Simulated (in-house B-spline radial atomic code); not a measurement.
Results of a calculation; reference values are marked as such.
Two electrons in Si: a parabolic dot with ħω = 15.1 meV in all three directions with a doubly ionised double donor at its centre

For Si the NSM archive of the Ioffe Institute lists m_l = 0.98 m0, m_t = 0.19 m0 and ε = 11.7; the model takes one isotropic valley with the conductivity mass 3/(1/m_l + 2/m_t) = 0.26 m0, and so misses anisotropy and the other valleys. All triplets below are those of one valley; with several valleys two electrons can form a triplet in the 1s orbital itself, at an energy set by the valley splitting. Real donors also feel a central-cell potential, which shifts the ground state; some double donors stay shallow and helium-like, others are deep centres that this model can't describe.

Effective-mass model with parabolic bands, a uniform dielectric constant, no image charges, no central-cell or spin-orbit terms. Two-electron levels come from full CI in B-splines with partial waves to l = 5 (up to 0.001 effective hartree above the limit).

(1) What are the effective units, and what is the potential in them?

In these units the lowest s and p orbitals lie at -1.9686 and -0.2774, and their Coulomb and exchange integrals are J_ss = 1.2736, J_sp = 0.6074 and K_sp = 0.05705. Full CI gives -2.8080 for the ground singlet, -1.7351 for the sp triplet, -1.6750 for the sp singlet and -1.7094 for the lowest triplet of two s orbitals.

(2) What does it cost to add the second electron, to first order and exactly?

(3) How far above the singlet do the triplets lie?

Results:

(1) Ha* = 27211.386 meV × 0.26/11.7² = 51.68 meV and a* = 0.0529177 nm × 11.7/0.26 = 2.381 nm. The frequency is ω = 0.293 Ha*, with −2/r added.

(2) To first order E = 2ε_s + J_ss = -2.6637, so the charging energy E(2) − 2E(1) is J_ss = 65.82 meV. CI gives -2.8080 − 2 × (-1.9686) = 1.1293, or 58.37 meV: relaxation and correlation lower it by 7.458 meV, 11.3 % of J_ss. The s² configuration of one-electron orbitals holds 94.1 % of the state, and the mean radius is 2.1 nm.

(3) To first order the sp triplet lies at ε_s + ε_p + J_sp − K_sp = -1.6957, which is 50.03 meV above 2ε_s + J_ss. CI gives -1.7351 − (-2.8080) = 1.0729, or 55.45 meV, 63 % of the orbital spacing of 87.41 meV. The ss triplet lies 56.78 meV up, so the lower of the two is the sp one, and its gap equals k_BT at 644 K. The sp singlet-triplet splitting is 3.101 meV, against 2K_sp = 5.897 meV.
